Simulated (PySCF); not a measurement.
Compound: C₄H₁₁PSi.
Numbering: `[CH2:1]=[CH:2][CH2:3][Si@H:4]([CH3:5])[PH2:6]` (hydrogens: H7, H8 on C1; H9 on C2; H10, H11 on C3; H12 on Si4; H13, H14, H15 on C5; H16, H17 on P6)

Level: PBE0/pcSseg-1 and PBE0/def2-SVPD in PySCF, non-relativistic, on one gas-phase PBE0-D3(BJ)/def2-SVP geometry that isn't relaxed in the solvent. The solvent is an IEF-PCM continuum (van der Waals radii × 1.2). The model holds no explicit solvent molecules, cavitation or dispersion.

Gas phase at PBE0/pcSseg-1: HOMO -7.12 eV, LUMO 0.11 eV, dipole 1.20 D.

Task: What does the continuum do to the energy, the frontier levels and the dipole at PBE0/pcSseg-1 in cyclohexane and acetone?

Result: 
| solvent | ε | E(solvent) − E(gas) (kcal/mol) | polarisation term (kcal/mol) | distortion of the solute (kcal/mol) | HOMO (eV) | LUMO (eV) | dipole (D) |
| --- | --- | --- | --- | --- | --- | --- | --- |
| cyclohexane | 2.017 | -1.17 | -1.22 | 0.05 | -7.07 | 0.17 | 1.37 |
| acetone | 20.49 | -3.00 | -3.38 | 0.38 | -7.06 | 0.19 | 1.70 |

Polarisation term: ½ Σ q·V over the induced surface charges. Distortion: the rise of the solute's own energy as its density leaves the gas-phase optimum. From cyclohexane to acetone the lowering changes by a factor 2.56, Onsager's factor (ε − 1)/(2ε + 1) by 2.30 and ε itself by 10.2.

Task: Which radius a makes the point-dipole formula ΔE = −[(ε − 1)/(2ε + 1)]·μ²/a³ give the value in acetone, with the gas-phase dipole?

Result: μ = 0.471 au and |ΔE| = 0.00477 Eh give a = 1.47 Å; the farthest nucleus lies 3.47 Å from the centroid of the nuclei, so such a sphere wouldn't even hold the nuclei. The formula assumes a rigid point dipole at the centre of a sphere.

Task: Which Mulliken charges (PBE0/pcSseg-1) respond most in acetone (means over atoms taken as equivalent)?

Result: 
```
  atoms                  environment  gas (e)  solvent (e)  change
     P6  three-coordinate phosphorus   -0.231       -0.296  -0.065
    Si4                  SiH silicon   +0.554       +0.587  +0.033
     C1         terminal =CH2 carbon   -0.176       -0.203  -0.027
H16/H17                 P–H hydrogen   +0.059       +0.079  +0.020
     C2             alkene CH carbon   -0.249       -0.269  -0.020
    H12                Si–H hydrogen   -0.050       -0.064  -0.014
     H7             vinylic hydrogen   +0.110       +0.123  +0.013
     C5             Si-methyl carbon   -0.611       -0.624  -0.013
```

Gas phase at PBE0/def2-SVPD: HOMO -7.11 eV, LUMO -0.04 eV, dipole 1.02 D.

Task: What does the continuum do to the energy, the frontier levels and the dipole at PBE0/def2-SVPD in cyclohexane and acetone?

Result: 
```csv
solvent,ε,E(solvent) − E(gas) (kcal/mol),polarisation term (kcal/mol),distortion of the solute (kcal/mol),HOMO (eV),LUMO (eV),dipole (D)
cyclohexane,2.017,-1.03,-1.08,0.05,-7.06,0.02,1.19
acetone,20.49,-2.65,-3.05,0.40,-7.05,0.04,1.52
```

Task: How does the static polarisability (PBE0/def2-SVPD, frozen core, with the continuum's full static response) change?

Result: 
| medium | isotropic (au) | principal values (au) | ⟨r²⟩ of the electrons (bohr²) |
| --- | --- | --- | --- |
| gas | 105.8 | 92.3, 101.1, 124.0 | 1138.6 |
| cyclohexane | 121.0 | 105.5, 116.1, 141.4 | 1138.6 |
| acetone | 149.6 | 131.5, 146.1, 171.3 | 1138.7 |

The isotropic value in acetone is 1.41 times the gas-phase one; no cavity-field correction is applied. ⟨r²⟩ is taken about the centre of nuclear charge.

Cost: about 60 s of CPU time on one thread; the machine was shared, so the figure is rough. This is the whole shielding run at PBE0/pcSseg-1 in acetone, SCF included.

The values belong to the conformer `[CH2:1]=[CH:2][CH2:3][Si@H:4]([CH3:5])[PH2:6]`: C1–C2–C3–Si4 -106°, C2–C3–Si4–C5 61°, H–P6–Si4–C3 -73°, H–P6–Si4–C3 -167°.
